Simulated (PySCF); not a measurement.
Species: C5H9F3O.
Numbering: `[CH3:1][CH2:2][O:3][CH2:4][CH2:5][C:6]([F:7])([F:8])[F:9]` (hydrogens: H10, H11, H12 on C1; H13, H14 on C2; H15, H16 on C4; H17, H18 on C5)

Level: PBE0/pcSseg-1 and wB97X-D/def2-SVPD in PySCF, non-relativistic, on one gas-phase PBE0-D3(BJ)/def2-SVP geometry that isn't relaxed in the solvent. The solvent is an IEF-PCM continuum (van der Waals radii × 1.2). Specific hydrogen bonds and non-electrostatic terms are outside this model.

Gas phase at PBE0/pcSseg-1: HOMO -7.70 eV, LUMO 1.39 eV, dipole 2.34 D.

Task: What does the continuum do to the energy, the frontier levels and the dipole at PBE0/pcSseg-1 in acetonitrile and dimethylsulfoxide?

Result: 
| solvent | ε | E(solvent) − E(gas) (kcal/mol) | polarisation term (kcal/mol) | distortion of the solute (kcal/mol) | HOMO (eV) | LUMO (eV) | dipole (D) |
| --- | --- | --- | --- | --- | --- | --- | --- |
| acetonitrile | 35.69 | -3.99 | -4.33 | 0.34 | -7.52 | 1.75 | 2.62 |
| dimethylsulfoxide | 46.83 | -4.03 | -4.38 | 0.35 | -7.52 | 1.75 | 2.63 |

Polarisation term: ½ Σ q·V over the induced surface charges. Distortion: the rise of the solute's own energy as its density leaves the gas-phase optimum. From acetonitrile to dimethylsulfoxide the lowering changes by a factor 1.01, Onsager's factor (ε − 1)/(2ε + 1) by 1.01 and ε itself by 1.3.

Task: Which radius a makes the point-dipole formula ΔE = −[(ε − 1)/(2ε + 1)]·μ²/a³ give the value in dimethylsulfoxide, with the gas-phase dipole?

Result: μ = 0.921 au and |ΔE| = 0.00642 Eh give a = 2.12 Å; the farthest nucleus lies 3.98 Å from the centroid of the nuclei, so such a sphere wouldn't even hold the nuclei. The formula assumes a rigid point dipole at the centre of a sphere.

Task: Which IAO charges (PBE0/pcSseg-1) respond most in acetonitrile (means over atoms taken as equivalent)?

Result: 
```
      atoms                 environment  gas (e)  solvent (e)  change
         O3                ether oxygen   -0.394       -0.410  -0.016
    H17/H18          methylene hydrogen   +0.169       +0.175  +0.006
    H15/H16          methylene hydrogen   +0.120       +0.126  +0.006
    H13/H14          methylene hydrogen   +0.130       +0.135  +0.005
         C5            chain CH2 carbon   -0.307       -0.312  -0.005
   F7/F8/F9     fluorine of a CF3 group   -0.286       -0.291  -0.005
         C2  sp3 carbon bound to oxygen   -0.041       -0.045  -0.004
         C1               methyl carbon   -0.431       -0.435  -0.004
H10/H11/H12             methyl hydrogen   +0.142       +0.144  +0.002
         C4  sp3 carbon bound to oxygen   -0.043       -0.045  -0.002
         C6                  CF3 carbon   +0.811       +0.813  +0.002
```

Task: How do the nuclear quadrupole coupling constants eQVzz/h respond in acetonitrile?

Result: 
```
  nucleus  Q (barn)  gas (MHz)  solvent (MHz)  η gas  η solvent
17O at O3   -0.0256     -12.12         -11.97   0.98       0.98
```

Gas phase at wB97X-D/def2-SVPD: HOMO -9.72 eV, LUMO 2.26 eV, dipole 2.48 D.

Task: What does the continuum do to the energy, the frontier levels and the dipole at wB97X-D/def2-SVPD in acetonitrile and dimethylsulfoxide?

Result: 
```csv
solvent,ε,E(solvent) − E(gas) (kcal/mol),polarisation term (kcal/mol),distortion of the solute (kcal/mol),HOMO (eV),LUMO (eV),dipole (D)
acetonitrile,35.69,-4.17,-4.64,0.47,-9.54,2.47,2.83
dimethylsulfoxide,46.83,-4.22,-4.70,0.48,-9.54,2.47,2.83
```

The atom shares or the degeneracy of the LUMO differ from the gas phase in acetonitrile and dimethylsulfoxide, so that column needn't follow one orbital.

Task: How does the static polarisability (wB97X-D/def2-SVPD, frozen core, with the continuum's full static response) change?

Result: 
```json
{"medium": "gas", "isotropic (au)": "69.3", "principal values (au)": "62.8, 64.1, 81.1", "⟨r²⟩ of the electrons (bohr²)": "1772.6"}
{"medium": "acetonitrile", "isotropic (au)": "88.8", "principal values (au)": "85.6, 85.8, 95.0", "⟨r²⟩ of the electrons (bohr²)": "1772.6"}
{"medium": "dimethylsulfoxide", "isotropic (au)": "89.1", "principal values (au)": "86.0, 86.1, 95.1", "⟨r²⟩ of the electrons (bohr²)": "1772.6"}
```

The isotropic value in dimethylsulfoxide is 1.28 times the gas-phase one; no cavity-field correction is applied. ⟨r²⟩ is taken about the centre of nuclear charge.

Hardware: an x86-64 server with one thread, no GPU, on a shared host. Cost: 23 s of wall time. This is the whole shielding run at PBE0/pcSseg-1 in dimethylsulfoxide, SCF included.

Shape of the structure used: `[CH3:1][CH2:2][O:3][CH2:4][CH2:5][C:6]([F:7])([F:8])[F:9]`: C1–C2–O3–C4 -73°, C2–O3–C4–C5 -172°, O3–C4–C5–C6 -179°, C4–C5–C6–F7 61°.

Note: wB97X-D ran without an empirical dispersion term, which enters the total energy and its gradient alone.
